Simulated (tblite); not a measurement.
C5H4N, doublet, at a GFN2-xTB geometry; IPEA1-xTB (tblite 0.6.0).

Here is a job for tblite.
```
$ tblite run mol.xyz --method ipea1 --charge 0 --spin 1 --json tblite.json --no-restart

# file mol.xyz
10

C      0.67023001    -1.21301268     0.01660638
C     -0.69813799    -1.21042624     0.01090450
C     -1.35138918     0.02093919    -0.00584071
C     -0.54991544     1.15118291    -0.01540279
N      0.76543740     1.10803952    -0.00945833
C      1.40217708    -0.05556826     0.00644601
H     -1.26564203    -2.13039141     0.01903934
H     -2.42934792     0.09083587    -0.01110606
H     -0.98188245     2.14375647    -0.02850853
H      2.48102376    -0.01916706     0.01050327
```

**Question.** What does tblite print? Leave out banner, timings and long lists.

**Answer.** 
```
xTB calculator
 | screened Coulomb repulsion
 | Coulomb electrostatics
 |  * isotropic Klopman-Ohno-Mataga-Nishimoto electrostatics
 |  * onsite third-order electrostatics
 | DFT-D3(BJ) dispersion correction

halogen bonding energy    0.0000000000000E+00 Eh
repulsion energy          3.6977494592366E-01 Eh
dispersion energy        -3.7877178793734E-03 Eh
number of electrons       2.9000000000000E+01 e
integral cutoff           4.0000000000000E+01 bohr

------------------------------------------------------------
  cycle        total energy    energy error   density error
------------------------------------------------------------
      1     -17.77839916124  -1.8144386E+01   5.8951270E-01
      2     -17.81772983701  -3.9330676E-02   3.8448472E-01
      3     -17.65913887824   1.5859096E-01   2.8954682E-01
      4     -17.91003752105  -2.5089864E-01   8.3300004E-02
      5     -17.95143776068  -4.1400240E-02   9.7921758E-03
      6     -17.95190833497  -4.7057429E-04   4.0804322E-03
      7     -17.95198244725  -7.4112282E-05   1.2378051E-03
      8     -17.95198540671  -2.9594611E-06   8.9260658E-04
      9     -17.95198697528  -1.5685714E-06   4.7900769E-04
     10     -17.95198797182  -9.9653798E-07   7.6636617E-05
     11     -17.95198799963  -2.7808952E-08   1.5896692E-05
------------------------------------------------------------

electronic energy        -1.8317975227672E+01 Eh
total energy             -1.7951987999628E+01 Eh

Post processing:
 | Mayer-Wiberg bond orders

[Info] JSON dump of results written to 'tblite.json'
```
